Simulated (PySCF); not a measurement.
H6NSi2, SMILES [SiH2]N[SiH3], multiplicity 2. Atoms are numbered in the order given.

```xyz
9

Si     1.5335    -0.0142    -0.5570
N      0.1899     0.2636     0.5219
Si    -1.5083    -0.0391     0.2497
H      1.1685    -1.1706    -1.4381
H      2.7561    -0.3364     0.2548
H      0.4082     0.8337     1.3366
H     -2.1345    -0.6117     1.4809
H     -1.6078    -1.0116    -0.8762
H     -2.2732     1.1968    -0.1097
```
Charge 0, spin multiplicity 2.

Geometry optimised at PBE0-D3(BJ)/def2-SVP. The isomer is the one that the SMILES or the coordinates give; other isomers of the formula were not compared.

Method: PySCF with TDA-M06-2X/def2-SVPD.

Vertical excitations. The molecule is in vacuum.

Task: Estimate the UV-visible absorptions. (An estimate is asked for; the answer gives what the named calculation found.)

Result: 
| state | energy (eV) | λ (nm) | f | main pairs |
|---|---|---|---|---|
| root 1 | 3.91 | 317 | 0.014 | α HOMO→LUMO 84 % |
| root 2 | 4.93 | 252 | 0.055 | α HOMO→LUMO+3 33 %, α HOMO→LUMO+2 22 %, α HOMO→LUMO+1 19 %, β HOMO→LUMO 14 % |
| root 3 | 5.08 | 244 | 0.069 | α HOMO→LUMO+3 15 %, β HOMO→LUMO 66 % |
| root 4 | 5.17 | 240 | 0.036 | α HOMO→LUMO+3 37 %, α HOMO→LUMO+2 35 %, α HOMO→LUMO+1 12 % |
| root 5 | 5.59 | 222 | 0.008 | β HOMO−1→LUMO 72 %, β HOMO−2→LUMO 12 % |
| root 6 | 5.65 | 219 | 0.013 | α HOMO→LUMO+5 36 %, α HOMO→LUMO+4 15 %, α HOMO→LUMO+6 12 %, α HOMO→LUMO+2 10 % |
| root 7 | 5.95 | 208 | 0.008 | α HOMO→LUMO+1 48 %, α HOMO→LUMO+4 22 %, α HOMO→LUMO+2 14 % |
| root 8 | 6.07 | 204 | 0.032 | α HOMO→LUMO+4 29 %, α HOMO→LUMO+5 27 %, α HOMO→LUMO+2 15 %, α HOMO→LUMO+7 11 % |
| root 9 | 6.50 | 191 | 0.004 | α HOMO→LUMO+6 38 %, α HOMO→LUMO+4 11 %, α HOMO→LUMO+7 10 %, β HOMO→LUMO+1 26 % |
| root 10 | 6.56 | 189 | 0.005 | α HOMO→LUMO+6 37 %, β HOMO→LUMO+1 45 % |
Unrestricted roots are not spin-pure.
